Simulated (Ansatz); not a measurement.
Total energies of In(py)Cl3 (C₅H₅Cl₃InN) from Ansatz at r2SCAN0-D4/def2-TZVP, gas phase (1 Eh = 27.2114 eV = 2625.5 kJ/mol). The reference geometry is relaxed at PBE-D4/def2-SVP.

| state | geometry | energy (Eh) |
| --- | --- | --- |
| charge 0 singlet | reference | -1819.12316 |
| charge 1 doublet | reference | -1818.74391 |
| charge -1 doublet | reference | -1819.15691 |
| free In atom (doublet) | – | -190.14866 |
| free N atom (quartet) | – | -54.58144 |
| free C atom (triplet) | – | -37.83406 |
| free H atom (doublet) | – | -0.49987 |
| free Cl atom (doublet) | – | -460.11632 |

In the def2 sets In takes a core potential; there is no spin–orbit coupling.

Problem. Work out the vertical ionisation energy to the doublet.

Solution. E(charge 1 doublet) − E(charge 0 singlet) = -1818.74391 − (-1819.12316) = 0.37925 Eh = 10.32 eV. For comparison, −ε of the highest occupied level is 8.70 eV at this level, 1.62 eV less.

Problem. Work out the vertical electron affinity, to the doublet.

Solution. E(charge 0 singlet) − E(charge -1 doublet) = -1819.12316 − (-1819.15691) = 0.03375 Eh = 0.92 eV. The basis lacks diffuse functions, which makes affinities too small.

Problem. Give the fundamental gap IE − EA, the Mulliken electronegativity (IE + EA)/2 and the hardness (IE − EA)/2.

Solution. From the values in Eh: IE − EA = 0.37925 − 0.03375 = 0.34550 Eh = 9.40 eV; (IE + EA)/2 = 5.62 eV; (IE − EA)/2 = 4.70 eV. The HOMO–LUMO gap of the same run is 6.25 eV, 3.15 eV smaller than the fundamental gap.

Problem. What is the binding energy per atom against free atoms?

Solution. Atoms: 1 × (-190.14866) + 1 × (-54.58144) + 5 × (-37.83406) + 5 × (-0.49987) + 3 × (-460.11632) = -1816.74871 Eh. Binding: -1816.74871 − (-1819.12316) = 2.37445 Eh = 64.61 eV, or 4.31 eV for each of 15 atoms (no zero-point energy, no counterpoise term).

At r2SCAN0-D4/def2-TZVP the highest occupied level of the charge -1 doublet lies above zero (up to 0.66 eV). By energy differences its removal costs 0.92 eV (vertical, to the charge 0 singlet, at r2SCAN0-D4/def2-TZVP); self-interaction error and the lack of diffuse functions both raise the level.
